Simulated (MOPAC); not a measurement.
MOPAC input (MNDO):

```
MNDO 1SCF GEO-OK AUX(PRECISION=9) THREADS=1
HBO

B    -0.25093000 1   -0.58363200 1   -0.60064500 1
O     0.04786400 1    0.26847200 1    0.32810800 1
H     0.87173800 1    0.77038400 1    0.37836300 1
```

Output:

```
 *******************************************************************************
 **                                                                           **
 **                              MOPAC v23.2.5                                **
 **                                                                           **
 *******************************************************************************
 ** MOPAC's Digital Object Identifier: https://doi.org/10.5281/zenodo.6511958 **
 **                                                                           **
 ** Please cite the open-source release paper for use of this MOPAC version:  **
 ** J. E. Moussa and J. J. P. Stewart (2026)                                  **
 ** MOPAC: An open-source semiempirical molecular orbital program             **
 ** J. Open Source Softw., 11(119), 8025, https://doi.org/10.21105/joss.08025 **
 *******************************************************************************

                              MNDO CALCULATION RESULTS

 *******************************************************************************
 *  MNDO       - The MNDO Hamiltonian to be used
 *  GEO-OK     - OVERRIDE INTERATOMIC DISTANCE AND OTHER SAFETY CHECKS
 *  1SCF       - DO 1 SCF AND THEN STOP
 *  AUX        - OUTPUT AUXILIARY INFORMATION
 *******************************************************************************
MNDO 1SCF GEO-OK AUX(PRECISION=9) THREADS=1
 HBO

   ATOM   CHEMICAL          X               Y               Z
  NUMBER   SYMBOL      (ANGSTROMS)     (ANGSTROMS)     (ANGSTROMS)

     1       B         -0.25093000  *  -0.58363200  *  -0.60064500  *
     2       O          0.04786400  *   0.26847200  *   0.32810800  *
     3       H          0.87173800  *   0.77038400  *   0.37836300  *

          CARTESIAN COORDINATES

    NO.       ATOM           X           Y           Z

     1         B         -0.2509     -0.5836     -0.6006
     2         O          0.0479      0.2685      0.3281
     3         H          0.8717      0.7704      0.3784

  H: (MNDO): M.J.S. DEWAR, W. THIEL, J. AM. CHEM. SOC., 99, 4899, (1977)
  B: (MNDO): M.J.S. DEWAR, M.L. MCKEE, J. AM. CHEM. SOC., 99, 5231, (1977)
  O: (MNDO): M.J.S. DEWAR, W. THIEL, J. AM. CHEM. SOC., 99, 4899, (1977)

           Empirical Formula: H O B  =     3 atoms

      MOLECULAR POINT GROUP   :   Cs

      RHF CALCULATION, NO. OF DOUBLY OCCUPIED LEVELS = 5

 -------------------------------------------------------------------------------
 MNDO 1SCF GEO-OK AUX(PRECISION=9) THREADS=1
 HBO

     1SCF WAS SPECIFIED, SO BFGS WAS NOT USED
     SCF FIELD WAS ACHIEVED

                              MNDO CALCULATION
                                                       MOPAC v23.2.5 Linux

          FINAL HEAT OF FORMATION =        -46.08712 KCAL/MOL =    -192.82850 KJ/MOL

          COSMO AREA              =         63.56 SQUARE ANGSTROMS
          COSMO VOLUME            =         45.67 CUBIC ANGSTROMS

          IONIZATION POTENTIAL    =         11.288651 EV
          HOMO LUMO ENERGIES (EV) =        -11.289  2.049
          NO. OF FILLED LEVELS    =          5
          MOLECULAR WEIGHT        =         27.8173         POINT GROUP:  Cs

          MOLECULAR DIMENSIONS (Angstroms)

            Atom       Atom       Distance
            H     3    B     1     2.01301
            O     2    H     3     0.50824
            B     1    O     2     0.00000

          SCF CALCULATIONS        =          1

   ATOM   CHEMICAL          X               Y               Z
  NUMBER   SYMBOL      (ANGSTROMS)     (ANGSTROMS)     (ANGSTROMS)

     1       B         -0.25093000  *  -0.58363200  *  -0.60064500  *
     2       O          0.04786400  *   0.26847200  *   0.32810800  *
     3       H          0.87173800  *   0.77038400  *   0.37836300  *

                             CARTESIAN COORDINATES

   1    B       -0.250930000    -0.583632000    -0.600645000
   2    O        0.047864000     0.268472000     0.328108000
   3    H        0.871738000     0.770384000     0.378363000

           Empirical Formula: H O B  =     3 atoms

      MOLECULAR POINT GROUP   :   Cs

                  EIGENVALUES
 -42.33550 -21.52978 -15.59261 -14.22261 -11.28865   2.04950   3.10492   4.89508
   8.19661

              NET ATOMIC CHARGES AND DIPOLE CONTRIBUTIONS

  ATOM NO.   TYPE          CHARGE      No. of ELECS.   s-Pop       p-Pop
    1          B           0.067879        2.9321     1.89574     1.03638
    2          O          -0.330197        6.3302     1.73197     4.59822
    3          H           0.262317        0.7377     0.73768
 DIPOLE           X         Y         Z       TOTAL
 POINT-CHG.     0.941     0.355    -0.239     1.033
 HYBRID         0.844     1.104     0.854     1.631
 SUM            1.784     1.459     0.614     2.385

          ATOMIC ORBITAL ELECTRON POPULATIONS

     Atom    s        px        py        pz
    1  B   1.89574   0.22025   0.42305   0.39307
    2  O   1.73197   1.39997   1.54064   1.65762
    3  H   0.73768

 **********************
 *                    *
 * JOB ENDED NORMALLY *
 *                    *
 **********************

 == MOPAC DONE ==
```

The geometry given is a B3LYP-D3(BJ)/def2-TZVP minimum.
